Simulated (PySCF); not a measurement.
Electronic structure of C (carbon, neutral) at the UHF level

Configuration: [He] 2s2 2p2, high-spin 3P determinant. Calculation: PySCF 2.14, in x2c-QZVPPall with one added diffuse shell each of s, p, d, f type (8s5p4d3f1g, 73 functions); scalar relativity by spin-free X2C-1e.

```
Total energy                                                  : -37.708649 hartree
One-electron energy                                           : -50.4718 hartree
Hartree (Coulomb) energy                                      : 17.8436 hartree
Exchange energy                                               : -5.0805 hartree
⟨S²⟩                                                          : 2.0104
⟨L²⟩                                                          : 2.018
Sum of ⟨r⟩                                                    : 7.135 bohr
Sum of ⟨r²⟩                                                   : 13.75 bohr²
Traceless quadrupole moment −½Σ⟨3z² − r²⟩ along its main axis : 1.48 e·bohr²
Langevin diamagnetic susceptibility                           : -10.9 ×10⁻⁶ cm³/mol
```

| shell | electrons | mean orbital energy (eV) | rms radius, mean of both spins (bohr) |
| --- | --- | --- | --- |
| 1s α | 1 | -308.84 | 0.312 |
| 1s β | 1 | -307.61 | 0.312 |
| 2s α | 1 | -22.577 | 1.76 |
| 2s β | 1 | -15.889 | 1.76 |
| 2p α | 2 | -11.944 | 1.92 |

Spin-orbit constants ζ (cm⁻¹) from the X2C one-electron operator on these orbitals: bare nucleus, nucleus screened by l(l+1)(2l+1)/3 electrons, and screened by the Breit-Pauli mean field of the electrons.

```
shell   bare  screened nucleus  mean field
   2p  59.89             39.93       31.83
```

To first order the Landé constant is A = 15.92 cm⁻¹, so the lowest level has J = 0 and lies 0.00395 eV below the centre of the term. This holds in LS coupling only.
